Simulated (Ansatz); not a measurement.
Cu(PH3)Br (CuPH3Br), 6 atoms. Hardware: 4 threads of Arm Neoverse V2 on a shared host.

**Question.** How many basis functions does each of these Ansatz runs have, and roughly what does it cost? PBE-D4/def2-TZVPD, charge -1 doublet at the geometry of the charge 0 singlet, energy, from earlier orbitals; r2SCAN-D4/def2-TZVP, charge 1 doublet at the geometry of the charge 0 singlet, energy, from earlier orbitals; PBE-D4/def2-TZVPD, charge 0 singlet, energy, from earlier orbitals; r2SCAN-D4/def2-TZVPD, charge -1 doublet at the geometry of the charge 0 singlet, energy, from earlier orbitals; PBE0-D4/def2-TZVPD, charge 0 singlet, energy, from earlier orbitals; PBE-D4/def2-SVP, charge 0 singlet, energy, from earlier orbitals; ωB97X-V/def2-TZVP, charge 0 singlet, energy, from earlier orbitals; CAM-B3LYP-D4/def2-TZVP, charge 0 singlet, energy, from earlier orbitals; PBE-D4/def2-TZVP, charge 0 singlet, energy and forces, from earlier orbitals; PBE0-D4/def2-TZVP, charge 0 singlet, relaxation, 4 steps; B3LYP-D4/def2-TZVP, charge 0 singlet, energy, from earlier orbitals; LDA (SPW92)/def2-TZVP, charge 0 singlet, energy, from earlier orbitals.

**Answer.** Other jobs shared the machine, so times can vary by a factor of up to 3. A dash marks memory too small to be measured apart from the calling script's.

| run | functions | fitting or Cholesky vectors | wall time | peak host memory (GiB) |
| --- | --- | --- | --- | --- |
| LDA (SPW92)/def2-TZVP, charge 0 singlet, energy, from earlier orbitals | 148 | 1231 | 0.8 s | – |
| PBE-D4/def2-SVP, charge 0 singlet, energy, from earlier orbitals | 96 | 1110 | 0.85 s | – |
| PBE-D4/def2-TZVP, charge 0 singlet, energy and forces, from earlier orbitals | 148 | 1231 | 1.6 s | – |
| PBE-D4/def2-TZVPD, charge 0 singlet, energy, from earlier orbitals | 175 | 1317 | 1.9 s | – |
| B3LYP-D4/def2-TZVP, charge 0 singlet, energy, from earlier orbitals | 148 | 1369 | 2.3 s | – |
| CAM-B3LYP-D4/def2-TZVP, charge 0 singlet, energy, from earlier orbitals | 148 | 1369 | 2.6 s | – |
| PBE0-D4/def2-TZVPD, charge 0 singlet, energy, from earlier orbitals | 175 | 1465 | 3.2 s | – |
| ωB97X-V/def2-TZVP, charge 0 singlet, energy, from earlier orbitals | 148 | 1346 | 6 s | – |
| PBE0-D4/def2-TZVP, charge 0 singlet, relaxation, 4 steps | 148 | 1244 | 11 s | – |
| PBE-D4/def2-TZVPD, charge -1 doublet at the geometry of the charge 0 singlet, energy, from earlier orbitals | 175 | 1317 | 13 s | – |
| r2SCAN-D4/def2-TZVPD, charge -1 doublet at the geometry of the charge 0 singlet, energy, from earlier orbitals | 175 | 1317 | 28 s | 0.56 |
| r2SCAN-D4/def2-TZVP, charge 1 doublet at the geometry of the charge 0 singlet, energy, from earlier orbitals | 148 | 1231 | 40 s | – |
